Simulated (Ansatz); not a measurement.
Species: H$_{6}$AlN, SMILES `[NH3+][AlH3-]` (charge 0, multiplicity 1).

**Question.** Give a relaxed geometry from B3LYP-D3(BJ)/def2-TZVP in Ansatz (an electronic-structure program).

**Answer.** the end point of this relaxation (outside a Z-matrix the atoms follow the SMILES, hydrogens last).
Bond lengths (Å): N1–Al2 2.074, N1–H3 1.016, N1–H4 1.016, N1–H5 1.016, Al2–H6 1.597, Al2–H7 1.597, Al2–H8 1.597. Bond angles (°): Al2–N1–H3 111.0, Al2–N1–H4 111.0, Al2–N1–H5 111.0, H3–N1–H4 107.9, H3–N1–H5 107.9, H4–N1–H5 107.9, N1–Al2–H6 99.2, N1–Al2–H7 99.2, N1–Al2–H8 99.2, H6–Al2–H7 117.5, H6–Al2–H8 117.5, H7–Al2–H8 117.5.
